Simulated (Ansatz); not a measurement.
Consider the formal exchange of groups at the Si–Al bond: `C[O][Al]([OH])[SiH3]` + `C/N=C(/O)F` → `O/C(F)=N/[SiH3]` + `C[O][Al]([CH3])[OH]`.

Isolated molecules relaxed with PBE0-D4/def2-TZVP in Ansatz; ΔE leaves out vibrations. CCSD(T)/CBS is the MP2 limit (def2-TZVPP, def2-QZVPP) plus CCSD(T) − MP2 in def2-TZVPP, frozen cores. Double bonds are as drawn, so ΔE can hold a change between cis and trans. DFT in def2-TZVPP. HSE06 is defined as in plane-wave codes. One conformer a species, not always the lowest.

CCSD(T)/CBS gives -114.9 kJ/mol.

Another level gave -116.2 kJ/mol. Which?
A. CAM-B3LYP/def2-TZVPP
B. HSE06-D4/def2-TZVPP
C. HF/def2-TZVPP
D. revPBE-D4/def2-TZVPP

A. CAM-B3LYP -116.2, revPBE-D4 -97.2, HF/def2-TZVPP -122.4, HSE06-D4 -101.6 kJ/mol.

Largest T1 diagnostic among the species: 0.013.

Leaving LDA and LC-ωPBE aside and taking each functional with its dispersion term where it has one, the values, not all of them listed here, spread over 26.2 kJ/mol, from ωB97M-V to PBE-D4. From PBE to PBE0 (25 % exact exchange), in def2-TZVPP and without D4, ΔE moves by −6.0 kJ/mol. At CCSD(T), def2-SVP lies +22.7 kJ/mol from the extrapolated value and def2-TZVPP +3.0 kJ/mol.
